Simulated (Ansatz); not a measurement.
Consider the cleavage of the Si–Si bond: `O[SiH](F)[SiH2]Cl` + `NBO` → `NBO[SiH2]Cl` + `O[SiH2]F`.

Program: Ansatz. Geometries: PBE0-D4/def2-TZVP. ΔE: electronic, gas phase. CCSD(T)/CBS adds triple-zeta CCSD(T) − MP2 to the extrapolated MP2 energy (def2 sets, frozen cores). This one scheme is used for every species. DFT in def2-TZVPP. B3LYP here is the variant with VWN-RPA as its local correlation; programs differ in this. Each species was taken in one conformer, which may not be the lowest.

Problem. Is it downhill or uphill in electronic energy at CCSD(T)/CBS, and by how much? (Best estimate.)

Solution. Computed: Downhill: ΔE = -119.1 kJ/mol.

Problem. What do these levels give: BLYP-D4, B3LYP-D4, revPBE, RPA@PBE/def2-TZVPP, HF/def2-SVP, SCS-MP2/def2-TZVPP? (Estimate.)

Solution. Ansatz gave: BLYP-D4 -107.0, B3LYP-D4 -114.1, revPBE -90.5, RPA@PBE/def2-TZVPP -122.1, HF/def2-SVP -131.5, SCS-MP2/def2-TZVPP -132.2 kJ/mol.

Largest T1 diagnostic among the species: 0.012.

From r2SCAN to r2SCAN0 (25 % exact exchange), in def2-TZVPP and without D4, ΔE moves by −4.5 kJ/mol. At CCSD(T), def2-SVP lies +4.4 kJ/mol from the extrapolated value and def2-TZVPP −2.5 kJ/mol.
